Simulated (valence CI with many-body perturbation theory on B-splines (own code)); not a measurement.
## Missing levels of Ga17+

Level of theory: configuration interaction combined with many-body perturbation theory (CI+MBPT): four valence electrons over a frozen Dirac-Fock core [Ne], a basis of 11 s, 11 p, 10 d, 8 f, 5 g, 2 h functions for each j, with the one-electron correlation potential Σ1 (screened to all orders), the two-electron term Σ2, the three-electron term Σ3, Breit, model QED; selected single and double excitations, second order for the rest, scaled by the run's own slope (own B-spline code, finite nucleus).

No measured levels were compared; by estimate levels of excited configurations hold to 0.05 to 0.15 % of their energy, terms of the ground configuration to about 0.5 %. Among the levels kept, up to 810 cm⁻¹ of a level comes from second order outside the variational space, and about a tenth of that is noise between levels of different J, which matters for small intervals.

| Level | E (eV) |
| --- | --- |
| 3s²3p² ³P_0 | 0.000 |
| 3s²3p² ³P_1 | 3.481 |
| 3s²3p² ³P_2 | 5.671 |
| 3s²3p² ¹D_2 | 11.765 |
| 3s²3p² ¹S_0 | ? |
| 3s3p³ ⁵S°_2 | 40.111 |
| 3s3p³ ³D°_1 | 51.495 |
| 3s3p³ ³D°_2 | 51.646 |
| 3s3p³ ³D°_3 | ? |
| 3s3p³ ³P°_0 | 59.206 |
| 3s3p³ ³P°_1 | ? |
| 3s3p³ ³P°_2 | ? |
| 3s3p³ ¹D°_2 | ? |
| 3s3p³ ³S°_1 | 72.044 |
| 3s²3p3d ³F°_2 | ? |
| 3s²3p3d ³F°_3 | 75.566 |
| 3s3p³ ¹P°_1 | 78.142 |
| 3s²3p3d ³F°_4 | 78.939 |
| 3s²3p3d ³P°_2 | 82.563 |
| 3s²3p3d ³D°_1 | 84.000 |

Names give the largest LS component (configuration and term), which can be under half, so a name can repeat, a term be missing and a line seem to break the LS rules; names also repeat where a configuration has a term twice.

The levels stand in rising order. What does the calculation give for the missing energies?

3s²3p² ¹S_0 18.827; 3s3p³ ³D°_3 52.968; 3s3p³ ³P°_1 59.606; 3s3p³ ³P°_2 59.827; 3s3p³ ¹D°_2 65.169; 3s²3p3d ³F°_2 73.535.
